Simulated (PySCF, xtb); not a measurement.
BH3, SMILES B.

Harmonic wavenumbers (cm⁻¹) from GFN2-xTB (xtb) at its own minimum, in rising order: 884, 1166, 1166, 2658, 2731, 2732.

### Question
What does PySCF with B3LYP-D3(BJ)/def2-TZVPD give at its own minimum? (Estimate from the structure and the level; the computed values follow.)

### Answer
1162, 1202, 1202, 2563, 2694, 2694. Paired by order, the mean absolute difference is 87 cm⁻¹ and the zero-point energies are 16.2 and 16.5 kcal/mol.
